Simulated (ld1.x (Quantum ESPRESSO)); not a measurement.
Br: one change to a PAW potential, before and after

ld1.x (Quantum ESPRESSO) 7.5 input, shortened:

```
&input
   title='Br', zed=35., rel=1, dft='PBE', iswitch=3,
   config='[Ar] 3d10 4s2 4p3'
 /
 &inputp
   pseudotype=3, lpaw=.true., tm=.true., lloc=-1, rcloc=1.10,
   nlcc=.true., new_core_ps=.true., rcore=1.15,
   which_augfun='PSQ', rmatch_augfun_nc=.true.
 /
4
4S  1  0   2.00   0.00  1.35  1.45  0.0
4S  1  0   0.00  -0.90  1.35  1.45  0.0
4P  2  1   3.00   0.00  1.00  1.40  0.0
4P  2  1   0.00  -1.65  1.00  1.40  0.0
 &test
   configts(1)='4s2 4p3'
 /
```

Change: reference 4s2 4p5.

Cutoffs: the cutoffs (Ry, on a coarse ladder) from which the occupation-weighted sum of valence levels, in a spherical-Bessel basis at the reference potential, stays within 10 and 1 mRy of its value at 400 Ry; they do not see the model core or the augmentation charge, which bear on the density cutoff. Errors are all-electron minus pseudo energies relative to the spin-unpolarised reference configuration.

Question: What does the change do?

Answer: The potential gets harder (21 Ry and 40 Ry → 21 Ry and 100 Ry); the bound ghosts move from d to p; the number of tests with a reliable result goes from 7 to 6 (the test run of the changed file stopped, so its transferability is not established); the range in which the p phases agree widens (upper end 0.8 → at the end of the scan).

| quantity | base | changed |
| --- | --- | --- |
| cutoff, loose | 21 Ry | 21 Ry |
| cutoff, tight | 40 Ry | 100 Ry |
| loose cutoff by channel (10 mRy a level) | s 15 Ry, p 10 Ry | s 15 Ry, p 8 Ry |
| bound ghosts | d | p |
| tests with a reliable result | 7 of 7 | 6 of 7 (the test run stopped) |
| s: phases at 1.61 bohr within 0.05 rad from the reference energy up to (Ry; the scan ends near 5) | to the end of the scan | to the end of the scan |
| p: phases at 1.61 bohr within 0.05 rad from the reference energy up to (Ry; the scan ends near 5) | 0.8 | to the end of the scan |
| lowest overlap eigenvalue by channel | s 0.38, p 0.61 | s 0.37, p 0.65 |

 A true bound ghost makes a file unfit for plane-wave use even where its test errors are small: the radial tests pick states by their node count and pass the ghost by.
